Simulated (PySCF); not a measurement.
Molecule: SMILES CN(C)C(C)(C)C, C6H15N.

Geometry (Å), atoms numbered from 1 in this order:
```xyz
22

C     1.1479   -1.4410    0.7449
N     0.7457   -0.1578    0.2253
C     1.6062    0.2385   -0.8614
C    -0.7018    0.0221    0.0005
C    -1.2501   -0.8886   -1.1097
C    -1.4486   -0.2674    1.3069
C    -0.9705    1.4856   -0.3661
H     0.5929   -1.6963    1.6565
H     2.2140   -1.4007    1.0181
H     1.0305   -2.2839    0.0271
H     1.4027    1.2690   -1.1792
H     1.5399   -0.4148   -1.7604
H     2.6532    0.2079   -0.5212
H    -1.1029   -1.9523   -0.8681
H    -2.3301   -0.7271   -1.2470
H    -0.7604   -0.6878   -2.0749
H    -0.9889    0.2901    2.1368
H    -1.4489   -1.3365    1.5630
H    -2.4995    0.0431    1.2172
H    -2.0516    1.6855   -0.3498
H    -0.6102    1.7404   -1.3729
H    -0.4808    2.1528    0.3590
```

Geometry PBE0-D3(BJ)/def2-SVP throughout; GIAO in PySCF, gas phase, one conformer, non-relativistic; equivalent atoms averaged; basis pcSseg-1.

(1) How do the shifts δ (against TMS, NH3 at the same level) depend on the functional? (ppm; last column core-seconds on shared hosts with different chips, so compare them loosely; the GGAs took longer than the global hybrids here, which isn't the general rule, and the cause wasn't traced)

(2) Which nucleus moves most, in ppm?

Answers

(1) 
```
functional                    kind    C4  C1/C3  C5/C6/C7    N2  H8/H9/H10/H11/H12/H13  H14/H15/H16/H17/H18/H19/H20/H21/H22  core-s
        HF            Hartree–Fock  43.4   35.0      25.8  26.9                   1.98                                 0.94      15
       LDA                     LDA  56.7   40.0      27.3  61.4                   2.31                                 1.07      31
       PBE                     GGA  55.1   39.4      26.8  57.7                   2.28                                 1.07      41
       KT2                     GGA  54.9   39.0      26.2  56.4                   2.30                                 1.08      41
       KT3                     GGA  53.7   38.2      25.6  55.1                   2.26                                 1.06      41
     B97-D                     GGA  54.5   39.3      26.7  54.9                   2.30                                 1.09      47
      PBE0           global hybrid  52.1   38.3      26.6  48.0                   2.18                                 1.02      32
     B97-2           global hybrid  52.0   38.2      26.4  47.5                   2.19                                 1.03      28
 BHandHLYP           global hybrid  50.1   37.6      26.8  43.8                   2.11                                 1.00      26
   wB97X-D  range-separated hybrid  51.7   38.6      27.2  43.9                   2.16                                 1.02      40
```

(2) N2 (amine nitrogen): from 26.9 ppm with HF to 61.4 ppm with LDA. The smallest spread is 0.15 ppm, at H14/H15/H16/H17/H18/H19/H20/H21/H22. Proton shifts span only some 12 ppm, so a few tenths of a ppm matter as much there as several ppm in carbon.
